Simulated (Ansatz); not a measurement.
Two isomers of C2H8B2O: A = `CCBBO`, B = `BC(B)(C)O`.

Program: Ansatz. Geometries: PBE0-D4/def2-TZVP. ΔE: electronic, gas phase. CCSD(T)/CBS is the MP2 limit (def2-TZVPP, def2-QZVPP) plus CCSD(T) − MP2 in def2-TZVPP, frozen cores. Functionals use def2-TZVPP. B3LYP here is the variant with VWN-RPA as its local correlation; programs differ in this. Each species was taken in one conformer, which may not be the lowest.

Problem. Which isomer does CCSD(T)/CBS put lower? Give the gap. (Estimate.)

Solution. Computed: A, by 46.7 kcal/mol.

Problem. Give E(B) − E(A) in kcal/mol with B3LYP, PBE-D4, PBE0-D4, CCSD/def2-TZVPP, HF/def2-TZVPP, ωB97M-V, CCSD(T)/def2-TZVPP. (Estimate.)

Solution. Ansatz gave: B3LYP 49.8, PBE-D4 43.5, PBE0-D4 44.7, CCSD/def2-TZVPP 48.7, HF/def2-TZVPP 56.1, ωB97M-V 45.1, CCSD(T)/def2-TZVPP 46.9. None reverses the order clearly.

Largest T1 diagnostic: 0.012.

The D4 term adds −1.4 kcal/mol with B3LYP and −0.6 kcal/mol with PBE0; it sums over pairs of atoms, weighted by their polarisabilities, and B3LYP, whose exchange is more repulsive, gets the larger term. From PBE to PBE0 (25 % exact exchange), in def2-TZVPP and without D4, E(B) − E(A) moves by +1.0 kcal/mol.
